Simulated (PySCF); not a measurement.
A structure optimised at PBE-D3(BJ)/def2-SVP, used in a PySCF frequency run:

```xyz
9

Ga    -0.3709     0.5685     0.0000
H     -1.6279     1.4908     0.0000
O      1.3664     1.0615     0.0000
H      1.4728     2.0301     0.0000
O     -0.5828    -1.2121     0.0000
C      0.4995    -2.1239     0.0000
H      0.4443    -2.7820     0.8971
H      0.4443    -2.7820    -0.8971
H      1.4982    -1.6315     0.0000
```

### Question
Write its SMILES, formula and point group.

### Answer
C[O][GaH][OH], CH5GaO2, Cs

### Question
What are its rotational constants (standard atomic weights)?

### Answer
8.9110, 3.5069, 2.5578 GHz
